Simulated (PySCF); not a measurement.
Order these species by their calculated properties.

Each SMILES stands for a single optimised conformer of the isolated species, non-relativistic unless stated. Electronic properties by PySCF.

The conformers computed, where there is a choice (atom-mapped SMILES and torsion angles):
- `[CH2:1]=[CH:2][C@@H:3]([C:4](=[O:5])[Cl:6])[C@@H:7]([CH3:8])[O:9][CH3:10]`: C1–C2–C3–C4 114°, C2–C3–C4–O5 81°, C2–C3–C7–C8 60°, C3–C7–O9–C10 155°
- `[CH3:1][O:2][C@@:3]1([C:4]#[N:5])[O:6][C@H:7]1[C:8]([F:9])([F:10])[F:11]`: C1–O2–C3–C4 -73°, O6–C7–C8–F9 140°
- `[CH2:1]=[CH:2][P:3]=[C:4]([C:5]([F:6])([F:7])[F:8])[C:9]([F:10])([F:11])[F:12]`: C1–C2–P3–C4 178°, P3–C4–C5–F6 60°, P3–C4–C9–F10 119°
- `[CH3:1][CH2:2][S:3][S:4][CH2:5][CH:6]([CH3:7])[CH3:8]`: C1–C2–S3–S4 -64°, C2–S3–S4–C5 -89°, S3–S4–C5–C6 -64°, S4–C5–C6–C7 173°
- `[CH3:1][C@@H:2]([C:3]([NH2:4])=[O:5])[CH:6]1[C@@H:7]([F:8])[C@@H:9]1[F:10]`: C1–C2–C3–N4 -124°, C1–C2–C6–C7 -159°, H–N4–C3–C2 -16°, H–N4–C3–C2 -175°
- `[CH3:1][S:2][SiH2:3][S:4]/[CH:5]=[CH:6]/[C:7]([F:8])([F:9])[F:10]`: C1–S2–Si3–S4 -177°, S2–Si3–S4–C5 -27°, Si3–S4–C5–C6 -174°, C5–C6–C7–F8 117°
- `[F:1][C:2]([F:3])([F:4])[CH:5]([C:6]([F:7])([F:8])[F:9])[C:10]([F:11])([F:12])[F:13]`: F1–C2–C5–C6 63°, C2–C5–C6–F7 180°, C2–C5–C10–F11 63°
- `[CH3:1][O:2][c:3]1[cH:4][c:5]([C:6]([F:7])([F:8])[F:9])[o:10][n:11]1`: C1–O2–C3–C4 180°, C4–C5–C6–F7 120°

The conformers of `NC(=O)[SiH2][C@H]([SiH3])CCO` and `CC(=O)CC[Si@H](N)O[SiH3]` aren't listed.

Task: Rank by HOMO–LUMO gap, highest first (PBE0/pcSseg-1 at GFN2-xTB geometries).
A. `CCSSCC(C)C`
B. `CO[C@@]1(C#N)O[C@H]1C(F)(F)F`
C. `C=CP=C(C(F)(F)F)C(F)(F)F`
D. `C=C[C@@H](C(=O)Cl)[C@@H](C)OC`
E. `[SiH2](C(=O)N)[C@H]([SiH3])CCO`

Result: B (8.76 eV), A (6.74 eV), E (6.63 eV), D (6.47 eV), C (4.94 eV).

Task: Give the two extremes of that set in kcal/mol.

Result: `C=CP=C(C(F)(F)F)C(F)(F)F`: 114 kcal/mol; `CO[C@@]1(C#N)O[C@H]1C(F)(F)F`: 202 kcal/mol.

Task: Rank by smallest rotational constant, highest first (GFN2-xTB).
A. `C=CP=C(C(F)(F)F)C(F)(F)F`
B. `C(F)(/C=C/S[SiH2]SC)(F)F`
C. `C=C[C@@H](C(=O)Cl)[C@@H](C)OC`
D. `C[C@@H](C(N)=O)C1[C@@H](F)[C@@H]1F`
E. `CO[C@@]1(C#N)O[C@H]1C(F)(F)F`

Result: D (0.878 GHz), E (0.692 GHz), C (0.619 GHz), A (0.498 GHz), B (0.299 GHz).

Task: Rank by dipole moment, lowest first (PBE0/pcSseg-1 at GFN2-xTB geometries).
A. `C=C[C@@H](C(=O)Cl)[C@@H](C)OC`
B. `CCSSCC(C)C`
C. `FC(F)(F)C(C(F)(F)F)C(F)(F)F`
D. `CS[SiH2]S/C=C/C(F)(F)F`
E. `C=CP=C(C(F)(F)F)C(F)(F)F`
F. `COC1=NOC(C(F)(F)F)=C1`

Result: C (1.46 D), B (2.10 D), F (3.05 D), A (3.49 D), E (4.24 D), D (4.97 D).

Task: By how much do the two ends of that ranking differ?

Result: By 3.51 D, between `CS[SiH2]S/C=C/C(F)(F)F` and `FC(F)(F)C(C(F)(F)F)C(F)(F)F`.

Task: Rank by HOMO energy, lowest first (PBE0/pcSseg-1 at GFN2-xTB geometries).
A. `CC(=O)CC[Si@H](N)O[SiH3]`
B. `CC(CSSCC)C`
C. `C=C[C@@H](C(=O)Cl)[C@@H](C)OC`
D. `CS[SiH2]S/C=C/C(F)(F)F`
E. `CO[C@@]1(C#N)O[C@H]1C(F)(F)F`
F. `NC(=O)[SiH2][C@H]([SiH3])CCO`
G. `FC(F)(F)C(C(F)(F)F)C(F)(F)F`
H. `COC1=NOC(C(F)(F)F)=C1`

Result: G (-11.72 eV), E (-9.32 eV), H (-7.92 eV), C (-7.63 eV), D (-7.14 eV), A (-6.99 eV), B (-6.74 eV), F (-6.55 eV).
